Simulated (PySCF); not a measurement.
## Spinor energies of Zr+ (zirconium, charge +1)

Start: [Kr] 4d2 5s1; 4d3/2 filled at m_j = +1/2, +3/2; 5s1/2 filled at m_j = -1/2. Calculated with PySCF 2.14 in x2c-SVPall-2c with one added diffuse shell each of s, p, d type (7s9p7d1f, 76 functions): generalised Hartree-Fock with the X2C-1e Hamiltonian and a Gaussian nucleus; one run each with spin-orbit coupling (SO) switched off, then screened by Boettger's factors.

```json
{"spinor shell": "1s1/2", "electrons": "2", "ε, spin-free (eV)": "-18101.6", "ε, screened SO (eV)": "-18100.8", "weight of nominal j (screened SO)": "1.000", "rms radius, screened SO (bohr)": "0.0426"}
{"spinor shell": "2s1/2", "electrons": "2", "ε, spin-free (eV)": "-2584.8", "ε, screened SO (eV)": "-2584.5", "weight of nominal j (screened SO)": "1.000", "rms radius, screened SO (bohr)": "0.176"}
{"spinor shell": "2p1/2", "electrons": "2", "ε, spin-free (eV)": "-2300.3", "ε, screened SO (eV)": "-2359.6", "weight of nominal j (screened SO)": "1.000", "rms radius, screened SO (bohr)": "0.154"}
{"spinor shell": "2p3/2", "electrons": "4", "ε, spin-free (eV)": "-2300.3", "ε, screened SO (eV)": "-2272.1", "weight of nominal j (screened SO)": "1.000", "rms radius, screened SO (bohr)": "0.158"}
{"spinor shell": "3s1/2", "electrons": "2", "ε, spin-free (eV)": "-460.21", "ε, screened SO (eV)": "-460.11", "weight of nominal j (screened SO)": "1.000", "rms radius, screened SO (bohr)": "0.488"}
{"spinor shell": "3p1/2", "electrons": "2", "ε, spin-free (eV)": "-364.59", "ε, screened SO (eV)": "-374.42", "weight of nominal j (screened SO)": "1.000", "rms radius, screened SO (bohr)": "0.489"}
{"spinor shell": "3p3/2", "electrons": "4", "ε, spin-free (eV)": "-364.59", "ε, screened SO (eV)": "-359.85", "weight of nominal j (screened SO)": "1.000", "rms radius, screened SO (bohr)": "0.500"}
{"spinor shell": "3d3/2", "electrons": "4", "ε, spin-free (eV)": "-207.48", "ε, screened SO (eV)": "-209.11", "weight of nominal j (screened SO)": "0.992", "rms radius, screened SO (bohr)": "0.493"}
{"spinor shell": "3d5/2", "electrons": "6", "ε, spin-free (eV)": "-207.48", "ε, screened SO (eV)": "-206.26", "weight of nominal j (screened SO)": "0.995", "rms radius, screened SO (bohr)": "0.497"}
{"spinor shell": "4s1/2", "electrons": "2", "ε, spin-free (eV)": "-74.764", "ε, screened SO (eV)": "-74.718", "weight of nominal j (screened SO)": "1.000", "rms radius, screened SO (bohr)": "1.30"}
{"spinor shell": "4p1/2", "electrons": "2", "ε, spin-free (eV)": "-47.305", "ε, screened SO (eV)": "-50.128", "weight of nominal j (screened SO)": "0.759", "rms radius, screened SO (bohr)": "1.47"}
{"spinor shell": "4p3/2", "electrons": "4", "ε, spin-free (eV)": "-47.305", "ε, screened SO (eV)": "-45.870", "weight of nominal j (screened SO)": "0.879", "rms radius, screened SO (bohr)": "1.47"}
{"spinor shell": "4d3/2", "electrons": "2", "ε, spin-free (eV)": "-15.373", "ε, screened SO (eV)": "-15.399", "weight of nominal j (screened SO)": "0.751", "rms radius, screened SO (bohr)": "2.30"}
{"spinor shell": "5s1/2", "electrons": "1", "ε, spin-free (eV)": "-12.430", "ε, screened SO (eV)": "-12.418", "weight of nominal j (screened SO)": "1.000", "rms radius, screened SO (bohr)": "3.78"}
```

```csv
quantity,spin-free,screened SO
E (hartree),-3595.50863,-3595.84099
M_J,3/2,3/2
⟨J²⟩,6.758,6.407
⟨L²⟩,12.006,11.985
⟨S²⟩,3.752,3.741
```

The determinant has a definite M_J but mixes levels of different J.

Each row is a mean over spinors that exchange with the open shell spreads, by up to 2.565 eV (4p1/2).

Rows whose weight is well below 1 are mixtures of j = l ± 1/2: exchange outweighs spin-orbit coupling there, and the label is only the starting occupation.

Breit and QED terms are absent; they matter most for the inner s and p1/2 levels.

Densities and radii are taken from the X2C orbitals without a picture-change correction, which distorts them close to the nucleus.

Without spin-orbit coupling the j labels of p, d and f shells carry no meaning; the spin-free column gives the mean over the occupied spinors of each nl shell, and its ⟨J²⟩ belongs to a mixture of degenerate components.
